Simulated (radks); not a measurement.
Effect of the nuclear size on the iodine ion I+, [Kr] 4d10 5s2 5p4. Calculated with a radial shooting solver on a logarithmic mesh with Libxc functionals: Dirac Kohn-Sham, PBE, spin-unpolarised, spherical densities, finite nucleus; open shells are shared between the two j in proportion to 2j + 1; Fermi nuclear charge, rms radius 4.75 fm. The rms radius is varied about that value; shifts are against it.

| rms radius (fm) | total energy shift (eV) | density at nucleus (e/bohr^3) | 1s1/2 shift (meV) | 2s1/2 shift (meV) | 4p1/2 shift (meV) | 5s1/2 shift (meV) | 5p1/2 shift (meV) | 5p3/2 shift (meV) | 6s1/2 (empty) shift (meV) |
|---|---|---|---|---|---|---|---|---|---|
| 3.9947 | -1.74 | 2.566e+05 | -727 | -85.3 | 0.271 | -0.444 | 0.059 | 0.064 | -0.065 |
| 4.5362 | -0.518 | 2.51e+05 | -216 | -25.4 | 0.081 | -0.132 | 0.018 | 0.019 | -0.019 |
| 4.75 | 0 | 2.49e+05 | 0.000 | 0.000 | 0.000 | 0.000 | 0.000 | 0.000 | 0.000 |
| 4.959 | 0.525 | 2.472e+05 | 220 | 25.8 | -0.082 | 0.134 | -0.018 | -0.019 | 0.020 |
| 5.7095 | 2.56 | 2.412e+05 | 1070 | 126 | -0.400 | 0.654 | -0.087 | -0.095 | 0.096 |

Slopes of the eigenvalues against <r^2> in GHz/fm^2, as finite differences over the two radii next to the reference (eigenvalue slopes, not the field-shift constants of lines): 1s1/2 26300, 2s1/2 3080, 4p1/2 -9.79, 5s1/2 16.0, 5p1/2 -2.13, 5p3/2 -2.32, 6s1/2 (empty) 2.36.
